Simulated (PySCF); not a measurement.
Compound: C6H7NS.
Z-matrix (Å and degrees, PBE0-D3(BJ)/def2-TZVP geometry), rows numbered from 1:
```
C 
S   1  1.7912
C   2  1.7541  1  101.28
C   3  1.3993  2  117.56  1  -179.81
C   4  1.3771  3  118.27  2  -179.86
C   5  1.3911  4  119.16  3    -0.12
C   6  1.3816  5  117.91  4     0.03
N   3  1.3244  2  119.36  1     0.22
H   1  1.0902  2  105.80  3   179.02
H   1  1.0884  2  110.68  3    59.80
H   1  1.0886  2  110.80  3   -61.71
H   4  1.0834  3  120.30  2     0.09
H   5  1.0841  4  120.16  3   179.90
H   6  1.0825  5  121.50  4  -179.98
H   7  1.0864  6  120.51  5  -179.98
```

Level: wB97X-D/pcSseg-2 in PySCF, non-relativistic, on one gas-phase PBE0-D3(BJ)/def2-TZVP geometry that isn't relaxed in the solvent. The solvent is an IEF-PCM continuum (van der Waals radii × 1.2). The model holds no explicit solvent molecules, cavitation or dispersion.

Gas phase at wB97X-D/pcSseg-2: HOMO -8.00 eV, LUMO 0.93 eV, dipole 1.26 D.

Problem. What does the continuum do to the energy, the frontier levels and the dipole at wB97X-D/pcSseg-2 in chloroform?

Solution. 
```
   solvent      ε  E(solvent) − E(gas) (kJ/mol)  polarisation term (kJ/mol)  distortion of the solute (kJ/mol)  HOMO (eV)  LUMO (eV)  dipole (D)
chloroform  4.711                        -13.77                      -15.33                               1.56      -8.06       0.94        1.67
```

The first energy column is the sum of the next two and covers electrostatics alone.

Problem. Which radius a makes the point-dipole formula ΔE = −[(ε − 1)/(2ε + 1)]·μ²/a³ give the value in chloroform, with the gas-phase dipole?

Solution. μ = 0.497 au and |ΔE| = 0.00524 Eh give a = 1.35 Å; the farthest nucleus lies 3.91 Å from the centroid of the nuclei, so such a sphere wouldn't even hold the nuclei. The formula assumes a rigid point dipole at the centre of a sphere.

wB97X-D is run here without its empirical dispersion term; that term would change no orbital, density or response property at a fixed geometry.
